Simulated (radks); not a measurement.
Results of a calculation; reference values are marked as such.
The mean radii <r> (bohr) of the occupied orbitals of an atom or ion are listed with their occupations. Level of theory: scalar-relativistic Kohn-Sham, Slater X-alpha with alpha = 0.553, spin-polarised, spherical densities, finite nucleus; Fermi nuclear charge, rms radius of each element as measured or else 0.836 A^(1/3) + 0.57 fm (a radial shooting solver on a logarithmic mesh with Libxc functionals).

orbital  occ.      <r>
1s up       1  0.02727
1s down     1  0.02727
2s up       1   0.1175
2s down     1   0.1175
2p up       3   0.1027
2p down     3   0.1027
3s up       1   0.3156
3s down     1   0.3155
3p up       3   0.3136
3p down     3   0.3136
3d up       5   0.2902
3d down     5   0.2901
4s up       1   0.7432
4s down     1   0.7429
4p up       3   0.7967
4p down     3   0.7960
4d up       5   0.9305
4d down     5   0.9259
5s up       1    1.861
5s down     1    1.848
5p up       2    2.159

Name the element and its charge. Open shells, if any, are filled with parallel spins first.

Answer. Z = 53, iodine, charge +3: I3+ in [Kr] 4d10 5s2 5p2. The 1s radius gives Z: for a bare nucleus <r> = (2 gamma + 1)/(2Z) with gamma = sqrt(1 - (Z/c)^2), 0.02683 bohr for Z = 53, and screening makes it slightly larger (0.02727 here). The occupations add up to 50, and the charge is Z minus that.
